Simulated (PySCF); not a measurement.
Spectrum to structure. Method used: TDDFT PBE0/def2-SVPD, vertical, gas phase, core orbitals frozen in the response in PySCF. Geometries: GFN2-xTB, one conformer each.

```json
{"state": "S1", "E (eV)": "3.93", "λ (nm)": "315.8", "f": "0.0006"}
{"state": "S2", "E (eV)": "3.99", "λ (nm)": "311.0", "f": "0.0001"}
{"state": "S3", "E (eV)": "4.98", "λ (nm)": "249.1", "f": "0.0000"}
{"state": "S4", "E (eV)": "5.18", "λ (nm)": "239.4", "f": "0.0005"}
{"state": "S5", "E (eV)": "5.18", "λ (nm)": "239.1", "f": "0.0006"}
{"state": "S6", "E (eV)": "5.35", "λ (nm)": "231.6", "f": "0.018"}
```

Triplets computed (Tamm–Dancoff): 3.35, 3.41 eV.

Task: Which structure fits? All have the formula C6H6O2.
A. `c1c(O)ccc(O)c1`
B. `CC(=O)C#CC(C)=O`
C. `C#CC(=O)OCC=C`
D. `C=Cc1ccc(O)o1`

Result: B. Its S1, at 3.93 eV, is the lowest among the candidates; the nearest of the others has S1 at 4.62 eV. S1 is HOMO→LUMO (74%), HOMO-1→LUMO+1 (24%). Löwdin shares by element: HOMO oxygen 67%, carbon 12% or more (atoms not listed hold the other 22%); LUMO carbon 61% or more (atoms not listed hold the other 39%). At the same level the other candidates give, for their lowest levels:
- `C#CC(=O)OCC=C`: 4.93 eV (f 0.000); 5.61 eV (f 0.005); 6.01 eV (f 0.026); 6.20 eV (f 0.073); 6.82 eV (f 0.089); T1 4.41 eV; HOMO -8.01, LUMO -1.39 eV
- `Oc1ccc(O)cc1`: 4.73 eV (f 0.058); 5.45 eV (f 0.000); 5.57 eV (f 0.000); 5.81 eV (f 0.096); 6.38 eV (f 0.000); T1 3.67 eV; HOMO -6.05, LUMO -0.41 eV
- `C=Cc1ccc(O)o1`: 4.62 eV (f 0.457); 4.93 eV (f 0.000); 5.73 eV (f 0.002); 6.18 eV (f 0.005); 6.27 eV (f 0.005); T1 2.74 eV; HOMO -5.70, LUMO -0.74 eV

Orbitals of the list HOMO-3 to LUMO+2 that lie within 0.01 eV of each other are written together with a slash and their weights summed (≥ marks a lower bound); for degenerate orbitals outside that list single weights are arbitrary.
